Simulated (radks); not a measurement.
Values are calculated unless marked as measured or tabulated.
Problem. Yb+, 69 electrons, occupied as [Kr] 4d10 4f14 5s1 5p6 6s1 7s1 (not the ground configuration). Level of theory: Dirac Kohn-Sham, exchange-only B88, spin-unpolarised, spherical densities, finite nucleus; Fermi nuclear charge, rms radius 5.3108 fm (a radial shooting solver on a logarithmic mesh with Libxc functionals). Some entries of the table are withheld. Estimate them.

| orbital | occ. | eigenvalue (eV) | r(max) (bohr) | <r^2> (bohr^2) |
|---|---|---|---|---|
| 1s1/2 | 2 | (1) | 0.01237 | 0.0005300 |
| 2s1/2 | 2 | -10371.83 | 0.07077 | 0.008152 |
| 2p1/2 | 2 | -9895.578 | 0.05296 | 0.005858 |
| 2p3/2 | 4 | -8848.164 | 0.05938 | 0.007071 |
| 3s1/2 | 2 | -2349.326 | 0.1997 | 0.05360 |
| 3p1/2 | 2 | -2138.773 | 0.1874 | 0.04944 |
| 3p3/2 | 4 | -1916.459 | 0.2008 | 0.05619 |
| 3d3/2 | 4 | -1557.441 | (2) | 0.04400 |
| 3d5/2 | 6 | -1508.857 | (3) | 0.04587 |
| 4s1/2 | 2 | -474.6032 | 0.4556 | 0.2692 |
| 4p1/2 | 2 | (4) | 0.4569 | 0.2802 |
| 4p3/2 | 4 | (5) | 0.4853 | 0.3179 |
| 4d3/2 | 4 | -198.7973 | 0.4861 | 0.3566 |
| 4d5/2 | 6 | -189.6517 | 0.4953 | 0.3715 |
| 5s1/2 | 1 | -70.3138 | 1.068 | 1.611 |
| 5p1/2 | 2 | (6) | 1.161 | 2.036 |
| 5p3/2 | 4 | (7) | 1.248 | 2.373 |
| 4f5/2 | 6 | -19.3884 | 0.4808 | 0.7552 |
| 4f7/2 | 8 | -18.0502 | 0.4863 | 0.7942 |
| 6s1/2 | 1 | -12.7113 | 2.809 | 11.30 |
| 7s1/2 | 1 | -4.3300 | 6.776 | 57.11 |

Solution. 
(1) 1s1/2 eigenvalue (eV): -61173.45
(2) 3d3/2 r(max) (bohr): 0.1580
(3) 3d5/2 r(max) (bohr): 0.1617
(4) 4p1/2 eigenvalue (eV): -389.3725
(5) 4p3/2 eigenvalue (eV): -339.0896
(6) 5p1/2 eigenvalue (eV): -46.8536
(7) 5p3/2 eigenvalue (eV): -40.4003
